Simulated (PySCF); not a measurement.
W(O)(S)(Br)(OH) (BrHO2SW), SMILES [W](=[S])([OH])(=[O])[Br], multiplicity 1.

Coordinates come from a PBE-D3(BJ)/def2-SVP optimisation. The multiplicity is an assumed one; no other spin state was optimised. The structure was generated by enumeration; whether it is a known compound was not checked. The def2 effective core potentials stand for the cores of W; spin–orbit coupling is left out. Other conformers were not sampled.

The numbers are results of B3LYP/def2-TZVP (PySCF), not measurements.

```
Item                                                                                                            Result
---------------------------------------------------------------------------------------------  -----------------------
total energy                                                                                       -3190.85426 hartree
highest occupied level                                                                                        -7.60 eV
lowest empty level                                                                                            -3.14 eV
orbital gap                                                                                                    4.46 eV
dipole moment                                                                                                   2.72 D
quadrupole, principal values (traceless, Buckingham form, about the centre of nuclear charge)  -8.89, -3.12, 12.01 D·Å
mean static polarisability                                                                       85.8 bohr³ (12.71 Å³)
polarisability, principal values                                                               66.8, 84.3, 106.3 bohr³
```
